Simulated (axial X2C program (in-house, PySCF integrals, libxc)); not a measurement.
**AuC along the bond: PBE0, scalar-relativistic**

Calculated with an in-house all-electron X2C program for linear molecules (integrals from PySCF). Spin-free means the one-electron spin-free X2C Hamiltonian. Basis: Au dyall-cv3z [13s14p9d6f4g], C dyall-v3z [7s6p2d1f] (cores contracted in-house); Gaussian nuclei, density fitting, unrestricted open shells. Masses: Au 196.967 u, C 12.000 u.

State: M_S = 1/2, Λ = 1 (beyond evenly filled blocks: π+α). Dipoles are positive if C is the positive end.

Results along the bond:

```csv
R (Å),μ (D),HOMO (eV),LUMO (eV),⟨S²⟩
1.596,-1.770,-5.98,-3.57,0.755
1.670,-1.862,-6.14,-3.66,0.756
1.725,-1.897,-6.25,-3.72,0.757
1.780,-1.907,-6.37,-3.79,0.758
1.835,-1.893,-6.48,-3.85,0.760
1.899,-1.853,-6.60,-3.92,0.761
1.964,-1.792,-6.72,-3.99,0.763
2.046,-1.688,-6.86,-4.08,0.766
2.147,-1.535,-7.02,-4.18,0.771
2.294,-1.281,-7.00,-4.30,0.786
```

One determinant describes the state; a PBE0 search over occupations chose it and may have missed a lower one. The functionals have no current-density term, which raises determinants with orbital currents, atoms included.
